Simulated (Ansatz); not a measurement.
The cluster TaO4, relaxed as a doublet with UKS r2SCAN-D4/def2-SVP in Ansatz, starting from the GFN1-xTB geometry. Force threshold 0.02 eV/Å.

In the def2 sets Ta takes a core potential; there is no spin–orbit coupling. The structure holds 2 bonds between oxygen atoms, so isomers without such links may lie far lower. The charge 0 doublet is spin-contaminated (final ⟨S²⟩ up to 0.84, 0.75 for a pure state). The relaxation made no stability test and no search for a lower SCF solution. No other spin state of charge 0 was run. Another isomer (doublet) lies 3.33 eV lower at PBE0-D4/def2-TZVP; other spin states weren't run for this one.

Start:

```xyz
5

Ta   -0.004    0.000    0.001
O     0.469   -1.771    0.118
O     0.163   -1.239    1.347
O    -0.971    1.326   -0.822
O     0.343    1.683   -0.644
```

Problem. Estimate the energy that the relaxation releases and the steps that it takes.

Solution. 93.8 kJ/mol, in 18 steps; 45 s on 4 threads of Arm Neoverse V1 on a shared host. The force fell under the threshold at step 5, but the optimiser went on and released 0.033 eV more. No frequencies were taken in this run, so the end may be a saddle point.

Problem. Does the start keep its bonding and symmetry?

Solution. By distances, no bond broke or formed. The bond that changes most is Ta1–O5, from 1.84 to 1.95 Å (atoms count from 1). Point group D2d at the start, D2 at the end, both within 0.05 Å.

Problem. Predict the relaxed structure.

Solution. 
Cartesian coordinates in Å:
```
Ta 0.004 0.000 -0.001
O 0.318 -1.916 0.119
O 0.345 -1.270 1.432
O -0.968 1.333 -1.030
O 0.301 1.852 -0.520
```
Bond lengths: 4 × O–Ta 1.94 to 1.95 Å; 2 × O–O 1.46 Å.
